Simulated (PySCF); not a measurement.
# What a mistake does to a calculation on AlB2ClH3 cation

All numbers below are calculated, not measured. The program is PySCF 2.14.0, an open-source quantum chemistry code, run on an isolated molecule that a program drew, which may never have been made. The molecule is AlB2ClH3 cation (charge +1, singlet), drawn as the SMILES string `[BH2][AlH][B+]Cl`.

Each row is a Hartree-Fock (HF) and frozen-core CCSD(T) single point in the cc-pV(D+d)Z basis, meant for a local HF minimum. Run 1 is clean. Each other run has one planted mistake out of seven kinds, and not every kind appears here: one electron removed, one electron added, multiplicity raised by two, geometry at a saddle point, minimal basis STO-3G, one bond length entered in bohr, all coordinates scaled. The reference is restricted for singlets and unrestricted otherwise, and also for a bond in bohr. Adding or removing an electron swaps singlet and doublet. Electrons count all cores. HOMO and LUMO are orbital energies over both spins, the gradient is its largest component, and the lowest frequency (negative if imaginary) is given only where the gradient is small. Bond lengths are over the 6 bonds as drawn. T1 is the CCSD diagnostic: over 0.02 (restricted) or 0.045 (unrestricted) a single reference is doubtful.

Geometry of the clean run:
```xyz
7
AlB2ClH3 cation, angstrom
B    -0.9078   -1.7149   -1.4759
Al    0.3650    0.0110   -1.4326
B    -0.4862    1.8535   -2.4744
Cl   -1.0699    3.1887   -3.2097
H    -1.7040   -1.8998   -0.6045
H    -0.8311   -2.4991   -2.3742
H     1.7564    0.4857   -0.9071
```

```
run,electrons,basis functions,<S^2>,HOMO (eV),LUMO (eV),gradient (hartree/bohr),lowest frequency (cm^-1),mean bond (Å),longest bond (Å),T1,HF (hartree),CCSD(T) (hartree),mistake
1,42,89,0.000,-15.12,-4.97,4.0e-05,84,1.6682,2.281,0.0167,-752.24331,-752.64087,no fault
2,42,89,2.024,-12.07,-5.97,3.0e-02,-,1.6682,2.281,0.0238,-752.13734,-752.52672,multiplicity raised by two
3,42,31,0.000,-13.73,-1.50,5.4e-02,-,1.6682,2.281,0.0171,-743.84047,-743.98904,minimal basis STO-3G
4,42,89,0.000,-15.32,-4.91,9.8e-02,-,1.5448,2.113,0.0148,-752.20734,-752.60303,?
5,42,89,0.000,-13.80,-5.32,3.6e-02,-,2.0065,4.311,0.0148,-752.17954,-752.57380,?
```

**Which mistake was planted in run 4, and what did it cost?**

The mean and the longest bond both change by the same factor, 0.926, and the gradient is no longer small. So the mistake is: all coordinates scaled. Subtracting run 1 and multiplying by 627.51 kcal/mol a hartree, the energy moved by 22.6 kcal/mol in HF and 23.7 kcal/mol in CCSD(T).

**Which mistake was planted in run 5, and what did it cost?**

The mean bond changes by a factor of 1.203 and the longest by 1.890, so the molecule wasn't scaled as a whole. A length L in bohr read as angstrom grows by (1/0.5292 - 1) L = 0.890 L. The 6 bonds together grew by 6 x 0.3383 = 2.030 Å, which gives L = 2.281 Å. That is bond Al2-B3, 2.281 Å in the clean geometry. So the mistake is: one bond length entered in bohr. Subtracting run 1 and multiplying by 627.51 kcal/mol a hartree, the energy moved by 40.0 kcal/mol in HF and 42.1 kcal/mol in CCSD(T).

